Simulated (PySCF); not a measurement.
Computed shifts of a molecule C4H7BO, HF/pcSseg-1 in PySCF, GIAO, gas phase, atoms alike by connectivity averaged where their shifts nearly agree, in ppm (number of nuclei): ¹³C: 106.4 (1), 89.7 (1), 51.4 (1), 4.3 (1). ¹H: 3.98 (3), 3.36 (1), 0.86 (3). References: ¹¹B against BF3 (σ = 102.7 ppm); ¹³C against TMS (σ = 192.6 ppm); ¹H against TMS (σ = 31.99 ppm); ¹⁷O against H2O (σ = 333.0 ppm), references at their B3LYP-D3(BJ)/def2-TZVP geometries, non-relativistic. Geometry: PBE0-D3(BJ)/def2-SVP. One conformer was computed; it need not be the lowest.

Question: Which structure fits?
A. C=C1COB1C
B. CB1C=COC1
C. C#CB(C)OC
D. C=C1CCB1O

Answer: C, C#CB(C)OC
